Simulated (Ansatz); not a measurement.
Input for Ansatz (an electronic-structure program):
Ansatz 0.2 input:
```yaml
crystal:
  periodic: [false, false, false]
  atoms:
    - {symbol: O, position_ang: [0.04499171, -0.01008436, 1.97947072]}
    - {symbol: Si, position_ang: [0.01040947, -0.00233316, 0.45797863]}
    - {symbol: Cl, position_ang: [1.75812921, -0.61413173, -0.47955100]}
    - {symbol: Cl, position_ang: [-0.36011251, 1.84200798, -0.41889240]}
    - {symbol: Cl, position_ang: [-1.42776177, -1.22120924, -0.41023111]}
basis:
  gaussian:
    orbitals: def2-SVP
hamiltonian:
  xc: cam_b3lyp
magnetization: {spin_polarized: true, initial_magnetization: 1}
```

**Question.** What is the computed <S^2> (CAM-B3LYP/def2-SVP run with Ansatz)?

**Answer.** 0.755

**Question.** Give the number of basis functions at the level CAM-B3LYP/def2-SVP.

**Answer.** 86

**Question.** Roughly what does it cost on one core?

**Answer.** about 120 core-seconds (a rough figure).
